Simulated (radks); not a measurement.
Q: The caesium ion Cs7+ is in [Kr] 4d10 5s2. Calculated with a radial shooting solver on a logarithmic mesh with Libxc functionals: scalar-relativistic Kohn-Sham, r2SCAN, spin-polarised, spherical densities, finite nucleus; meta-GGA in the generalised Kohn-Sham scheme; Fermi nuclear charge, rms radius of each element as measured or else 0.836 A^(1/3) + 0.57 fm. Open shells are filled with parallel spins first. One electron is removed from 5s, 4p, 4s, 4d in turn, with full relaxation. Which removal costs least, and what does each cost?

A: 5s 110.48 eV; 4d 175.58 eV; 4p 265.89 eV; 4s 327.34 eV. The 5s electron leaves first.
